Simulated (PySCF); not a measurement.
Vertical excitations of a molecule C2H9FSi2 from PySCF with TDDFT-ωB97X/def2-SVPD, as energy in eV (oscillator strength): 6.44 (0.018), 7.41 (0.042), 7.75 (0.024), 8.12 (0.011), 8.15 (0.051), 8.37 (0.086), 8.44 (0.047), 8.53 (0.286), 8.56 (0.239), 8.87 (0.094). Lowest triplet (TDA): 5.73 eV. Coordinates come from a PBE0-D3(BJ)/def2-SVP optimisation. One conformer was computed; it need not be the lowest.

Question: Which structure fits?
A) CC[SiH2][SiH2]F
B) C[SiH2][Si@H](C)F
C) CC[Si@H](F)[SiH3]
D) C[SiH](C)[SiH2]F

Answer: A, CC[SiH2][SiH2]F
